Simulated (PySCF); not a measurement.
**Bond energies at r²SCAN/def2-SVP beside a composite method**

PySCF, lowest determinants of a PBE0 search. The composite is CCSD(T) extrapolated to the basis-set limit from two correlation-consistent sets, with core-valence (CV) and scalar-relativistic (SR) terms as its label shows; it has no spin–orbit coupling and nothing beyond (T).

```csv
species,state (unpaired electrons),De r²SCAN (eV),De composite (eV),composite,dissociates to
MgCl,doublet (σ ↑),3.66,3.29,CCSD(T)/CBS(DT)+CV,Mg + Cl
OH⁺,triplet (π ↑↑),5.29,5.21,CCSD(T)/CBS(TQ)+CV+SR,H⁺ + O
MgI,doublet (σ ↑),2.53,2.16,CCSD(T)/CBS(DT),Mg + I
RbLi,singlet (closed shell),0.52,0.74,CCSD(T)/CBS(DT)+CV,Rb + Li
HCl⁺,doublet (π ↑),4.88,4.83,CCSD(T)/CBS(TQ)+CV+SR,H + Cl⁺
BS,doublet (σ ↑),6.31,5.84,CCSD(T)/CBS(TQ)+CV+SR,B + S
InF,singlet (closed shell),5.44,5.64,CCSD(T)/CBS(DT)+CV,In + F
LiO,doublet (π ↑),3.51,3.68,CCSD(T)/CBS(TQ)+CV+SR,Li + O
```

**Question.** Does r²SCAN bind more or less than the composite, by how much on average, and where is the difference largest?

**Answer.** r²SCAN/def2-SVP binds more on average, method and basis taken together: the mean signed difference is +0.09 eV and the mean absolute one 0.24 eV; it is largest for BS (+0.47 eV).

The molecules are drawn from runs that passed checks on state, spin purity and fit, so the hardest cases are missing and the errors look smaller than over all diatomics.

Correlated steps freeze the inner cores (1 to 15 orbitals); shallow outer-core shells are correlated. Closed-shell solutions of metal pairs were not tested for spin polarisation, which can lower them a little. Spin–orbit coupling is left out, which matters for elements this heavy, above all for dissociation energies. For an ion De counts to the pair picked by the measured ionisation energies or electron affinities, which need not be the lowest pair at this level. Where the molecule has an RHF reference, its open-shell atoms are computed with UHF. States were picked by a PBE0 search and need not be the measured ground states.
